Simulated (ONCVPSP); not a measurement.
# Ca (Z = 20), ONCV: configuration errors across variants

* Element: Ca
* Generator: ONCVPSP 4.0.1
* Type: optimised norm-conserving Vanderbilt (ONCV)
* Functional: PBE
* Relativity: scalar-relativistic
* Frozen core: [Ne]
* Valence charge: 10
* Reference configuration: 3s2 3p6 4s2
* Partial waves: 3s+4s: rc 1.55 bohr, ncon 4, nbas 7, qcut 6.3 1/bohr, 3 projectors, debl 2.9 Ha; 3p: rc 1.55 bohr, ncon 5, nbas 10, qcut 10.2 1/bohr, 1 projector; d scattering state at 0.4 Ha: rc 1.65 bohr, ncon 4, nbas 7, qcut 6.9 1/bohr, 2 projectors, debl 2.4 Ha
* Local potential: polynomial inside 1.20 bohr (lpopt 5, dvloc0 0 Ha)
* Core correction: none

In the d channel the program set the typed energies aside and used 0.050, 2.450 Ha.

All-electron excitation energies from the reference (eV): (1) 3s2 3p6 4s1 6.309; (2) 3s2 3p6 4s0 18.130; (3) 3s2 3p6 4s1.5 2.504; (4) 3s1 3p6 4s2 54.229.

Errors AE − PS in meV (a dash: test not solved or not reliable):

```tsv
change	(1)	(2)	(3)	(4)	bound ghosts	GHOST(+) flags above zero
base	-0.2	-0.8	-0.1	-36	none	s
s: qcut 3.7	-0.3	-1.5	-0.1	-95	none	none
s: qcut 4.5	-0.3	-1.2	-0.1	-78	none	s
s: qcut 5.1	-0.2	-1.0	-0.1	-61	none	s
s: qcut 6.4	-0.2	-0.8	-0.1	-35	none	s
s: qcut 6.8	-0.2	-0.7	-0.1	-30	none	s
s: qcut 7.6	-0.2	-0.7	-0.1	-22	none	s
s: qcut 8.1	-0.2	-0.7	-0.1	-18	none	s
s: qcut 8.8	-0.2	-0.6	-0.1	-13	none	none
s: qcut 9.4	-0.2	-0.5	-0.1	-7.8	none	s
```

Question: Give the same row for: s: qcut 5.6.

Answer: -0.2, -0.9, -0.1, -49; bound ghosts: none; GHOST(+) flags above zero: s.
